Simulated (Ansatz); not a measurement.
Reaction (formal exchange of groups at the Si–C bond): `C=C([SiH3])[SiH2][SiH3]` + `[CH2]1[AlH][SiH2]1` → `[SiH3][SiH2][SiH]1[CH2][AlH]1` + `C=C[SiH3]`

Gas-phase electronic energies from Ansatz, PBE0-D4/def2-TZVP geometries. CCSD(T)/CBS is the MP2 limit (def2-TZVPP, def2-QZVPP) plus CCSD(T) − MP2 in def2-TZVPP, frozen cores. DFT in def2-TZVPP. B3LYP here is the variant with VWN-RPA as its local correlation; programs differ in this. One conformer a species, not always the lowest.

| level | ΔE (eV) |
| --- | --- |
| PBE0-D4 | -0.27 |
| B3LYP-D4 | -0.17 |

Question: What does CCSD(T)/CBS give? (Estimate.)

Answer: The calculation gave: -0.20 eV. The listed levels differ from it by -0.07, 0.03 eV.

Largest T1 diagnostic among the species: 0.014.

The D4 term adds +0.05 eV with B3LYP and +0.03 eV with PBE0; it sums over pairs of atoms, weighted by their polarisabilities, and B3LYP, whose exchange is more repulsive, gets the larger term.
